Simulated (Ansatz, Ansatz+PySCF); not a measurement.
| atom | x (Å) | y (Å) | z (Å) |
| --- | --- | --- | --- |
| C | 0.0000 | 0.0000 | 0.0000 |
| C | 1.4143 | 0.0000 | 0.0000 |
| C | -0.7072 | 1.2248 | 0.0000 |
| C | -0.7072 | -1.2248 | 0.0000 |
| H | 1.9765 | -0.9363 | 0.0000 |
| H | 1.9765 | 0.9363 | 0.0000 |
| H | -1.7991 | 1.2436 | 0.0000 |
| H | -0.1774 | 2.1799 | 0.0000 |
| H | -1.7991 | -1.2436 | 0.0000 |
| H | -0.1774 | -2.1799 | 0.0000 |

Basis set: def2-SVP (spherical functions). Correlated methods keep 4 orbitals frozen. Correlation on ROHF uses semicanonical orbitals with singles. Charge 0, multiplicity 3.

Computed with Ansatz (development build ahead of 0.2.0); each method stands on the lowest determinant of its kind that the runs found. Restricted functionals stand beside restricted open-shell atoms, which can lie above the unrestricted atoms usual in DFT and then raise those values.

Task: Give the atomization energy at this shape (free ground-state atoms in the same class of orbitals less the molecule, no zero-point energy) of triplet C₄H₆ by ωB97X (unrestricted), r²SCAN (unrestricted), r²SCAN (restricted open-shell), PBE0 (unrestricted), PBE0 (restricted open-shell), PBE (unrestricted), ROHF-MP2, UHF-MP2, UHF, ROHF.

Result:

| method | atomization energy |
| --- | --- |
| ωB97X (unrestricted) | 975.97 kcal/mol |
| r²SCAN (unrestricted) | 987.47 kcal/mol |
| r²SCAN (restricted open-shell) | 988.13 kcal/mol |
| PBE0 (unrestricted) | 988.58 kcal/mol |
| PBE0 (restricted open-shell) | 987.40 kcal/mol |
| PBE (unrestricted) | 999.65 kcal/mol |
| ROHF-MP2 | 941.18 kcal/mol |
| UHF-MP2 | 933.30 kcal/mol |
| UHF | 760.59 kcal/mol |
| ROHF | 749.43 kcal/mol |

Caution for r²SCAN (unrestricted), UHF-MP2, UHF: the unrestricted determinant is spin contaminated. Caution for ROHF-MP2, ROHF: an unrestricted determinant lies well below.
